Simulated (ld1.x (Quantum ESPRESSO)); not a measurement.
**niobium (Nb): excitation energies, all-electron against TM**

ld1.x (Quantum ESPRESSO) 7.5 input, shortened:

```
&input
   title='Nb', zed=41., rel=2, dft='PBE', iswitch=3,
   config='[Kr] 4d4 5s1 5p0', rel_dist='average'
 /
 &inputp
   pseudotype=2, tm=.true., lloc=2,
   nlcc=.false.
 /
3
4S  1  0   2.00   0.00  1.20  1.20  0.0
4P  2  1   6.00   0.00  2.20  2.20  0.0
4D  3  2   4.00   0.00  2.30  2.30  0.0
 &test
   configts(1)='4s2 4p6 4d4 5s1 5p0'
 /
```

Open shells are filled in proportion to 2j + 1 (rel_dist='average').

Occupied shells without a wave of their own: 5s. They enter only through the test configuration that unscreens the potential.

Energies are relative to the spin-unpolarised reference configuration 4s2 4p6 4d4 5s1 5p0; without spin polarisation the order of configurations can differ from experiment. The d channel is local and has no spin–orbit splitting in the pseudo-atom.

| valence configuration | charge | ΔE all-electron (eV) | error AE − PS (meV) |
| --- | --- | --- | --- |
| 4s2 4p6 4d4 5s0 5p0 | +1 | 6.638 | +49 |
| 4s2 4p6 4d3 5s0 5p0 | +2 | 20.677 | +63 |
| 4s2 4p6 4d2 5s0 5p0 | +3 | 45.398 | +88 |
| 4s2 4p6 4d4 5s0.5 5p0 | +0.5 | 2.639 | +22 |
| 4s2 4p6 4d4.5 5s0.5 5p0 | 0 | 0.558 | +18 |
| 4s1 4p6 4d4 5s1 5p0 | +1 | 64.002 | -13 |
| 4s2 4p6 4d4 5s0 5p1 | 0 | 2.950 | +49 |
